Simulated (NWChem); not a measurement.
Ionisation of HO3S

```
S
O 1 1.4847
O 1 1.4944 2 123.19
O 1 1.6895 2 104.87 3 123.15
H 4 0.9841 1 105.60 2 -161.36
```
Charge 0, spin multiplicity 2.

The numbers come from NWChem runs, not from measurements. All single points use one geometry, from UPBE/def2-SVP, a minimum by its harmonic frequencies. It is one conformer; others weren't searched.

Basis set: def2-TZVP. The species with one electron less has spin multiplicity 1 and keeps the geometry of the parent. Δ marks differences of total energies (open shells unrestricted). −ε marks an orbital energy of the parent. That orbital need not have the symmetry of the hole or added electron in the Δ rows. That singlet is a closed-shell solution.

B3LYP has NWChem's definition, with VWN1-RPA local correlation. The structure started from a generated list of species. No SCF solution was tested for a lower state.

Problem. Order these methods by the first vertical ionisation energy they give, lowest first: −ε(alpha HOMO) of PBE0, −ε(alpha HOMO) of PBE, −ε(alpha HOMO) of B3LYP, ΔPBE0.

Solution. −ε(alpha HOMO) of PBE (6.95 eV), −ε(alpha HOMO) of B3LYP (8.36 eV), −ε(alpha HOMO) of PBE0 (8.63 eV), ΔPBE0 (11.25 eV)
